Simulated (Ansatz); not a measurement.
H₆NPSSi (`NPS[SiH3]`) at its PBE0-D4/def2-TZVP geometry, where that method's forces vanish. The species carries charge 0 and has multiplicity 1.

```tsv
atom	x (Å)	y (Å)	z (Å)
N1	1.189	-1.296	1.330
P2	-0.343	-1.176	0.640
S3	-0.907	0.900	0.638
Si4	-0.609	1.199	-1.452
H5	1.952	-1.276	0.671
H6	1.407	-0.775	2.166
H7	-1.082	-1.439	1.819
H8	-1.584	0.419	-2.255
H9	-0.789	2.650	-1.710
H10	0.766	0.794	-1.847
```

(1) For each bond, give half the difference of the two atoms' forces along it (eV/Å; positive pushes the atoms apart) under PBE-D4, r2SCAN-D4, B3LYP-D4, ωB97M-V in def2-TZVPP. (Estimate.)

## Answers

(1) The calculation gave: 
```csv
bond,length (Å),PBE-D4,r2SCAN-D4,B3LYP-D4,ωB97M-V
N1–P2,1.685,0.23,0.10,0.17,0.11
N1–H5,1.008,0.19,-0.01,-0.05,-0.05
N1–H6,1.010,0.19,0.01,-0.04,-0.07
P2–S3,2.152,0.23,0.14,0.25,0.03
P2–H7,1.416,0.22,0.00,-0.11,-0.15
S3–Si4,2.132,0.11,0.03,0.18,0.11
Si4–H8,1.484,0.07,-0.02,-0.08,-0.12
Si4–H9,1.485,0.09,-0.03,-0.12,-0.13
Si4–H10,1.487,0.07,-0.01,-0.08,-0.11
```

B3LYP here is the variant with VWN-RPA as its local correlation; programs differ in this.

Results of the Gaussian-basis code of Ansatz.
